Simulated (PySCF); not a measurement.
# GeSe, CCSD: how much the basis matters

PySCF, RHF reference; singlet, unpaired electrons none; De to Ge + Se without counterpoise correction. Frozen cores follow the default of each basis and core potential.

| basis | relativity | functions | Re (Å) | ωe (cm⁻¹) | De (eV) | frozen orbitals |
| --- | --- | --- | --- | --- | --- | --- |
| cc-pVDZ-PP | scalar-relativistic core potentials | 46 | 2.154 | 415 | 4.37 | 8 |
| x2c-TZVPPall | spin-free X2C | 96 | 2.132 | 423 | 4.72 | 18 |
| def2-TZVPPD | no relativity | 111 | 2.138 | 423 | 4.77 | 18 |

Q: How does each smaller set differ from the one with most functions, def2-TZVPPD?

A: cc-pVDZ-PP: +1.6 pm, -1.9 % in ωe, -0.40 eV in De; x2c-TZVPPall: -0.6 pm, +0.0 % in ωe, -0.05 eV in De. All at CCSD; the set with most functions is neither the basis-set limit nor always the best. The rows treat relativity differently, so the differences are not basis effects alone.

Measured (Huber and Herzberg, Constants of Diatomic Molecules (1979)): Re = 2.134629 Å, ωe = 408.7 cm⁻¹. Correlated steps freeze the inner cores (8 to 18 orbitals); shallow outer-core shells are correlated. Correlated levels converge slowly with the basis: in double zeta they bind strong bonds too weakly, by up to about 1 eV, and carry superposition errors of some tenths. Where the molecule has an RHF reference, its open-shell atoms are computed with UHF.
